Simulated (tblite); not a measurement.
Question: Give a GFN2-xTB geometry of `C=CS[Si@@H](S)NC`.

Answer: 
```
atom  x, y, z in Å
C1     1.888   -2.952   -0.159
C2     1.273   -1.783   -0.143
S3     0.124   -1.303   -1.385
Si4   -0.221    0.741   -0.814
S5    -1.592    1.569   -2.254
N6    -0.765    0.749    0.807
C7    -1.121    1.968    1.501
H8     2.580   -3.225    0.619
H9     1.721   -3.667   -0.945
H10    1.422   -1.050    0.632
H11    1.022    1.497   -0.872
H12   -1.432    0.642   -3.183
H13   -1.300   -0.042    1.139
H14   -0.430    2.753    1.205
H15   -2.136    2.298    1.262
H16   -1.041    1.815    2.577
```

Any rigid rotation of these coordinates is as good. Atoms count from 1 in this order. N6 (silicon-bound nitrogen) has angles 122.5°, 118.4° and 111.7°, sum 352.7°, 0.21 Å off the plane of its three neighbours. Of the pairs four or more bonds apart, N6···H10 is among the closest relative to their van der Waals radii: 2.84 Å, 103 % of the sum of Bondi's values. S5 (sulfur bonded to Si and H) is bent (angle 97.0°). Si4 (SiH silicon) is distorted tetrahedral (angles from 106.9° to 115.4°).

Bonds between heavy atoms (Å): C1=C2 1.321, C2–S3 1.758, S3–Si4 2.150, Si4–S5 2.154, Si4–N6 1.709, N6–C7 1.447.

Computed geometry: GFN2-xTB, gas phase.

Point group: C1 (no symmetry element, even within 0.4 Å). Its GFN2-xTB frequencies are all real (lowest 31 cm⁻¹). One conformer, not necessarily the lowest (C1–C2–S3–Si4 -173°, C2–S3–Si4–S5 179°, S3–Si4–S5–H -17°, S3–Si4–N6–C7 -179°).
